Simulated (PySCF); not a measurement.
Deuteron quadrupole couplings in `C[SiH](C)n1cccn1`

Species: C₅H₁₀N₂Si.
Z-matrix (Å and degrees, GFN2-xTB geometry), rows numbered from 1:
```
C 
Si  1  1.9003
C   2  1.8919  1  113.28
N   2  1.7669  1  106.91  3   116.56
C   4  1.3542  2  130.79  1    29.50
C   5  1.3687  4  107.97  2   175.34
C   6  1.4067  5  104.08  4    -0.19
N   7  1.3117  6  111.04  5     0.02
H   1  1.0868  2  111.75  3   -62.18
H   1  1.0851  2  110.67  3    57.71
H   1  1.0861  2  111.71  3   177.10
H   2  1.4711  1  110.56  3  -127.67
H   3  1.0868  2  111.60  1    47.16
H   3  1.0853  2  111.36  1   -73.41
H   3  1.0851  2  110.13  1   166.50
H   5  1.0708  4  120.80  2    -4.75
H   6  1.0707  5  128.19  4   179.66
H   7  1.0727  6  128.37  5   179.76
```

Level: PBE0/pcSseg-1 (PySCF, non-relativistic); Q(2H) = 0.00286 b; rigid geometry, the same for H and D, with no vibrational averaging.

**Question.** Rank these positions by the coupling χzz of a deuteron there, largest first.
A. H14 (methyl hydrogen)
B. H18 (aromatic hydrogen)
C. H17 (aromatic hydrogen)
D. H12 (Si–H hydrogen)

**Answer.** C (236 kHz), B (231 kHz), A (220 kHz), D (104 kHz).

**Question.** What are Vzz, η and χzz (234.96 MHz × Q × Vzz) at all hydrogens?

**Answer.** 
```json
{"atom": "H9", "bonded to": "C1", "bond length (Å)": "1.087", "Vzz (au)": "0.3229", "η": "0.02", "χzz (kHz)": "217"}
{"atom": "H10", "bonded to": "C1", "bond length (Å)": "1.085", "Vzz (au)": "0.3272", "η": "0.01", "χzz (kHz)": "220"}
{"atom": "H11", "bonded to": "C1", "bond length (Å)": "1.086", "Vzz (au)": "0.3252", "η": "0.01", "χzz (kHz)": "219"}
{"atom": "H12", "bonded to": "Si2", "bond length (Å)": "1.471", "Vzz (au)": "0.1548", "η": "0.01", "χzz (kHz)": "104"}
{"atom": "H13", "bonded to": "C3", "bond length (Å)": "1.087", "Vzz (au)": "0.3239", "η": "0.00", "χzz (kHz)": "218"}
{"atom": "H14", "bonded to": "C3", "bond length (Å)": "1.085", "Vzz (au)": "0.3270", "η": "0.00", "χzz (kHz)": "220"}
{"atom": "H15", "bonded to": "C3", "bond length (Å)": "1.085", "Vzz (au)": "0.3224", "η": "0.02", "χzz (kHz)": "217"}
{"atom": "H16", "bonded to": "C5", "bond length (Å)": "1.071", "Vzz (au)": "0.3463", "η": "0.09", "χzz (kHz)": "233"}
{"atom": "H17", "bonded to": "C6", "bond length (Å)": "1.071", "Vzz (au)": "0.3517", "η": "0.07", "χzz (kHz)": "236"}
{"atom": "H18", "bonded to": "C7", "bond length (Å)": "1.073", "Vzz (au)": "0.3430", "η": "0.06", "χzz (kHz)": "231"}
```

**Question.** Average by the element that carries the hydrogen.

**Answer.** on C: 223 kHz over 9 positions, mean bond length 1.081 Å; on Si: 104 kHz over 1 position, mean bond length 1.471 Å.

**Question.** How does χzz go with the bond length over the 9 C–H bonds?

**Answer.** A straight-line fit has a slope of -10.4 kHz for each 0.01 Å, with a correlation coefficient of -0.98, over lengths from 1.071 to 1.087 Å. The longer bonds have the smaller couplings here.

**Question.** A static deuteron (I = 1) shows a doublet split by (3/2)χ, (3/4)χ(1 + η) and (3/4)χ(1 − η) with the field along z, y and x of the gradient. What are these for H11?

**Answer.** With |χ| = 218.5 kHz and η = 0.013: 328, 166 and 162 kHz, to first order and without motion.

Isolated species at its GFN2-xTB geometry (one conformer only). GFN2-xTB bond lengths can be off by several hundredths of an ångström, more for odd bonds, and the gradients follow them. The small basis limits the accuracy of the gradients.

These values come from a run that also computed NMR shieldings. Hardware: Intel Xeon Platinum 8488C, one thread, shared host. Cost: 30 s of wall time, 0.90 GiB resident at most.
